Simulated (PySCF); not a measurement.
PySCF input for B(H)2(Me) (CH5B), SMILES BC, TDA-CAM-B3LYP/def2-TZVPD. Geometry optimised at B3LYP-D3(BJ)/def2-TZVP.

```python
import numpy as np
from pyscf import gto, scf, dft, tdscf

mol = gto.M(
    atom='''
    B     0.87027273    0.02093726    0.00000000
    H     1.48384851   -0.00878475    1.02426301
    H     1.48384850   -0.00878475   -1.02426301
    C    -0.68095852    0.01636221   -0.00000000
    H    -0.94507084   -1.05590928    0.00000000
    H    -1.14411936    0.43530961   -0.89466175
    H    -1.14411936    0.43530961    0.89466176
    ''',
    basis='def2-TZVPD',
    charge=0,
    spin=0,
    symmetry=True,
    max_memory=1600,
    verbose=4,
)
mf = dft.RKS(mol, xc='cam-b3lyp').density_fit(auxbasis='def2-universal-jkfit')
mf.grids.level = 3
mf.conv_tol = 1e-9
mf.max_cycle = 100
mf.kernel()
mf.grids = dft.Grids(mol).set(level=1).build(with_non0tab=True)  # coarser grid for the response kernel
td = tdscf.TDA(mf)
td.singlet = True
td.nstates = 10
td.conv_tol = 1e-4
td.kernel(x0=td.get_init_guess(mf, 15))
td.analyze()
tt = tdscf.TDA(mf)
tt.singlet = False
tt.nstates = 4
tt.conv_tol = 1e-4
tt.kernel(x0=tt.get_init_guess(mf, 9))
tt.analyze(verbose=3)
```

It prints:

```
PySCF version 2.14.0

[INPUT] verbose = 4
[INPUT] num. atoms = 7
[INPUT] num. electrons = 16
[INPUT] charge = 0
[INPUT] spin (= nelec alpha-beta = 2S) = 0
[INPUT] symmetry True subgroup None
[INPUT] Mole.unit = angstrom
[INPUT] Symbol           X                Y                Z      unit          X                Y                Z       unit  Magmom
[INPUT]  1 B      0.870272730000   0.020937260000   0.000000000000 AA    1.644577113378   0.039565687199   0.000000000000 Bohr   0.0
[INPUT]  2 H      1.483848510000  -0.008784750000   1.024263010000 AA    2.804067294244  -0.016600771573   1.935576568423 Bohr   0.0
[INPUT]  3 H      1.483848500000  -0.008784750000  -1.024263010000 AA    2.804067275347  -0.016600771573  -1.935576568423 Bohr   0.0
[INPUT]  4 C     -0.680958520000   0.016362210000   0.000000000000 AA   -1.286825104989   0.030920095693   0.000000000000 Bohr   0.0
[INPUT]  5 H     -0.945070840000  -1.055909280000   0.000000000000 AA   -1.785925055913  -1.995379351587   0.000000000000 Bohr   0.0
[INPUT]  6 H     -1.144119360000   0.435309610000  -0.894661750000 AA   -2.162072244213   0.822615942291  -1.690665681624 Bohr   0.0
[INPUT]  7 H     -1.144119360000   0.435309610000   0.894661760000 AA   -2.162072244213   0.822615942291   1.690665700521 Bohr   0.0

nuclear repulsion = 31.8749852078417
point group symmetry = Cs
symmetry origin: [-2.36215769e-09 -1.38777878e-17  1.18107882e-09]
symmetry axis x: [ 1.00000000e+00  2.59981620e-10 -1.11134262e-10]
symmetry axis y: [ 2.59981620e-10 -1.00000000e+00  1.97761652e-09]
symmetry axis z: [1.11134261e-10 1.97761654e-09 1.00000000e+00]
num. orbitals of irrep A' = 75
num. orbitals of irrep A" = 44
number of shells = 51
number of NR pGTOs = 159
number of NR cGTOs = 119
basis = def2-TZVPD
ecp = {}


[settings echo left out]
init E= -65.800416369248
HOMO (A") = -0.362589963937325  LUMO (A') = -0.0796120131599025  gap/eV = 7.70022
cycle= 1 E= -65.8998457749601  delta_E= -0.0994  |g|= 0.25  |ddm|= 1.72
HOMO (A') = -0.361535644319094  LUMO (A') = 0.00547268960684733  gap/eV = 9.98681
cycle= 2 E= -65.9070182008198  delta_E= -0.00717  |g|=  0.2  |ddm|= 0.46
HOMO (A") = -0.384222138368354  LUMO (A') = -0.00599704657983935  gap/eV = 10.29203
cycle= 3 E= -65.9165613594474  delta_E= -0.00954  |g|= 0.0166  |ddm|= 0.127
HOMO (A") = -0.386568443094154  LUMO (A') = -0.00637631776417891  gap/eV = 10.34555
cycle= 4 E= -65.9166533648993  delta_E= -9.2e-05  |g|= 0.00271  |ddm|= 0.024
HOMO (A") = -0.385749497345404  LUMO (A') = -0.00561748044757948  gap/eV = 10.34392
cycle= 5 E= -65.9166560765054  delta_E= -2.71e-06  |g|= 0.000919  |ddm|= 0.00468
HOMO (A") = -0.385872679937028  LUMO (A') = -0.0057980098447814  gap/eV = 10.34236
cycle= 6 E= -65.9166563538533  delta_E= -2.77e-07  |g|= 0.000102  |ddm|= 0.00103
HOMO (A") = -0.385865984652  LUMO (A') = -0.00577990510596749  gap/eV = 10.34267
cycle= 7 E= -65.9166563597665  delta_E= -5.91e-09  |g|= 2.56e-05  |ddm|= 0.000181
HOMO (A") = -0.385870208736871  LUMO (A') = -0.00578373279297395  gap/eV = 10.34268
cycle= 8 E= -65.9166563601418  delta_E= -3.75e-10  |g|= 6.14e-06  |ddm|= 4.37e-05
HOMO (A") = -0.385869571803718  LUMO (A') = -0.00578289819685907  gap/eV = 10.34269
Extra cycle  E= -65.9166563601611  delta_E= -1.93e-11  |g|= 2.98e-06  |ddm|= 1.12e-05
converged SCF energy = -65.9166563601611
tot grids = 22720


******** <class 'pyscf.tdscf.rks.TDA'> for <class 'pyscf.df.df_jk.DFSymAdaptedRKS'> ********
nstates = 10 singlet
deg_eia_thresh = 1.000e-03
wfnsym = None
conv_tol = 0.0001
eigh lindep = 1e-12
eigh level_shift = 0
eigh max_cycle = 100


Excitation energies (eV)
[ 5.89560728  6.29556522  8.42261854  8.8472463   9.0882676   9.20422405
  9.23465477  9.74156743 10.10916903 10.16575233]

** Singlet excitation energies and oscillator strengths **
Excited State   1:   A"      5.89561 eV    210.30 nm  f=0.0003
       8 -> 9        -0.69640
Excited State   2:   A'      6.29557 eV    196.94 nm  f=0.0016
       7 -> 9        -0.69615
Excited State   3:   A"      8.42262 eV    147.20 nm  f=0.0109
       8 -> 10        0.68983
Excited State   4:   A'      8.84725 eV    140.14 nm  f=0.0192
       7 -> 10        0.66722
       7 -> 11       -0.18840
Excited State   5:   A"      9.08827 eV    136.42 nm  f=0.0012
       5 -> 9         0.69461
Excited State   6:   A'      9.20422 eV    134.70 nm  f=0.1479
       6 -> 9        -0.68042
       8 -> 12       -0.10015
Excited State   7:   A"      9.23465 eV    134.26 nm  f=0.0805
       8 -> 11        0.68021
Excited State   8:   A'      9.74157 eV    127.27 nm  f=0.2300
       7 -> 10       -0.18610
       7 -> 11       -0.66897
Excited State   9:   A'     10.10917 eV    122.65 nm  f=0.0615
       8 -> 12       -0.67860
Excited State  10:   A"     10.16575 eV    121.96 nm  f=0.0188
       8 -> 13        0.68123

** Transition electric dipole moments (AU) **
state          X           Y           Z        Dip. S.      Osc.
  1         0.0000      0.0000     -0.0436      0.0019      0.0003
  2         0.0660     -0.0793      0.0000      0.0107      0.0016
  3        -0.0000      0.0000     -0.2297      0.0528      0.0109
  4         0.2541      0.1544     -0.0000      0.0884      0.0192
  5         0.0000      0.0000     -0.0724      0.0052      0.0012
  6        -0.7895     -0.1802     -0.0000      0.6557      0.1479
  7        -0.0000     -0.0000     -0.5964      0.3557      0.0805
  8         0.9807      0.0454      0.0000      0.9638      0.2300
  9        -0.4702      0.1655     -0.0000      0.2485      0.0615
 10        -0.0000      0.0000      0.2750      0.0756      0.0188

** Transition velocity dipole moments (imaginary part, AU) **
state          X           Y           Z        Dip. S.      Osc.
  1         0.0000      0.0000      0.0010      0.0000      0.0000
  2         0.0087     -0.0431      0.0000      0.0019      0.0056
  3        -0.0000      0.0000     -0.0673      0.0045      0.0098
  4         0.0843      0.0454      0.0000      0.0092      0.0188
  5         0.0000      0.0000      0.0068      0.0000      0.0001
  6        -0.1702     -0.0140     -0.0000      0.0291      0.0574
  7         0.0000     -0.0000     -0.2059      0.0424      0.0833
  8         0.3290      0.0143      0.0000      0.1085      0.2020
  9        -0.1814      0.0476     -0.0000      0.0352      0.0631
 10         0.0000      0.0000      0.0857      0.0073      0.0131

** Transition magnetic dipole moments (imaginary part, AU) **
state          X           Y           Z
  1        -1.2395      0.0586      0.0000
  2         0.0000      0.0000      1.2890
  3         0.0415     -0.9191     -0.0000
  4         0.0000     -0.0000      0.0403
  5         0.3884     -0.0177     -0.0000
  6         0.0000      0.0000      0.2571
  7         0.0219      0.2894     -0.0000
  8        -0.0000     -0.0000      0.0473
  9         0.0000      0.0000      0.2171
 10         0.2537      0.9392      0.0000


******** <class 'pyscf.tdscf.rks.TDA'> for <class 'pyscf.df.df_jk.DFSymAdaptedRKS'> ********
nstates = 4 triplet
deg_eia_thresh = 1.000e-03
wfnsym = None
conv_tol = 0.0001
eigh lindep = 1e-12
eigh level_shift = 0
eigh max_cycle = 100


Excitation energies (eV)
[5.20482165 5.64757749 8.21596086 8.25513431]

** Triplet excitation energies and oscillator strengths **
Excited State   1:   A"      5.20482 eV    238.21 nm  f=0.0000
Excited State   2:   A'      5.64758 eV    219.54 nm  f=0.0000
Excited State   3:   A'      8.21596 eV    150.91 nm  f=0.0000
Excited State   4:   A"      8.25513 eV    150.19 nm  f=0.0000
```

The run converged.
